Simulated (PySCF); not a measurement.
Mo(O)(NH)(F)(Me) (CH₄FMoNO), SMILES [CH3][Mo](=[NH])(=[O])[F], multiplicity 1.

Coordinates come from a r2SCAN-D4/def2-SVP optimisation. The spin state was assumed, not searched. The structure was generated by enumeration; whether it is a known compound was not checked. The def2 effective core potentials stand for the cores of Mo; spin–orbit coupling is left out.

Calculation: PBE/def2-TZVP (PySCF).

Gas-phase values at a fixed geometry.

Q: Estimate the frontier levels, gap, dipole moment and polarisability. (The exact figures need the calculation; the answer reports its results.)

A: 
```
Item                                                                                                           Result
---------------------------------------------------------------------------------------------  ----------------------
highest occupied level                                                                                       -7.04 eV
lowest empty level                                                                                           -3.33 eV
orbital gap                                                                                                   3.71 eV
dipole moment                                                                                                  1.83 D
quadrupole, principal values (traceless, Buckingham form, about the centre of nuclear charge)  -7.89, -0.92, 8.81 D·Å
mean static polarisability                                                                       61.9 bohr³ (9.17 Å³)
polarisability, principal values                                                               53.3, 61.6, 70.6 bohr³
```
